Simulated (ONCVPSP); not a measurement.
What one change does to a pseudopotential (W (Z = 74), ONCV)

* Element: tungsten
* Generator: ONCVPSP 4.0.1
* Type: optimised norm-conserving Vanderbilt (ONCV)
* Functional: PBE
* Relativity: scalar-relativistic
* Frozen core: [Kr] 4d10
* Valence charge: 28
* Reference configuration: 4f14 5s2 5p6 5d4 6s1 6p1
* Partial waves: 5s+6s: rc 1.80 bohr, ncon 3, nbas 7, qcut 7.5 1/bohr, 2 projectors; 5p+6p: rc 1.85 bohr, ncon 5, nbas 9, qcut 8.3 1/bohr, 2 projectors; 5d: rc 2.30 bohr, ncon 4, nbas 9, qcut 5.6 1/bohr, 2 projectors, debl 0.4 Ha; 4f: rc 0.55 bohr, ncon 4, nbas 7, qcut 22.5 1/bohr, local
* Local potential: the f channel
* Core correction: none

Change: all radii scaled by about 0.93 (s 1.68, p 1.72, d 2.14, f 0.52 bohr).

Cutoffs: the cutoffs (Ha) at which the residual kinetic energy of the hardest occupied pseudo-wave falls to 1 and 0.1 mHa per electron; they do not see the model core or the augmentation charge, which bear on the density cutoff. Errors are all-electron minus pseudo energies relative to the spin-unpolarised reference configuration.

Question: What does the change do?

Answer: The potential gets harder (652 Ha and 864 Ha → 753 Ha and 1008 Ha); both files keep a bound ghost (d, p, s); the errors of the 4 common tests hardly move. A smaller radius makes the pseudo-wave follow the all-electron one further in, where it bends more sharply, so more plane waves are needed.

| quantity | base | changed |
| --- | --- | --- |
| cutoff, loose | 652 Ha | 753 Ha |
| cutoff, tight | 864 Ha | 1008 Ha |
| loose cutoff by channel | s 18 Ha, p 23 Ha, d 12 Ha, f 652 Ha | s 20 Ha, p 25 Ha, d 13 Ha, f 753 Ha |
| bound ghosts | s, p, d | s, p, d |
| GHOST(+) flags under 300 eV | none | p at 217.1 eV |
| error for 4f14 5s2 5p6 5d4 6s2 6p0, meV [ΔE -4.50 eV] | +0.6 | +0.7 |
| error for 4f14 5s2 5p6 5d4 6s1 6p0, meV [ΔE 4.39 eV] | -1.9 | -1.9 |
| error for 4f14 5s2 5p6 5d4 6s0 6p0, meV [ΔE 20.07 eV] | -8.8 | -8.3 |
| error for 4f13 5s2 5p6 5d5 6s2 6p0, meV [ΔE 28.23 eV] | -313 | -307 |

 A true bound ghost makes a file unfit for plane-wave use even where its test errors are small: the radial tests pick states by their node count and pass the ghost by.
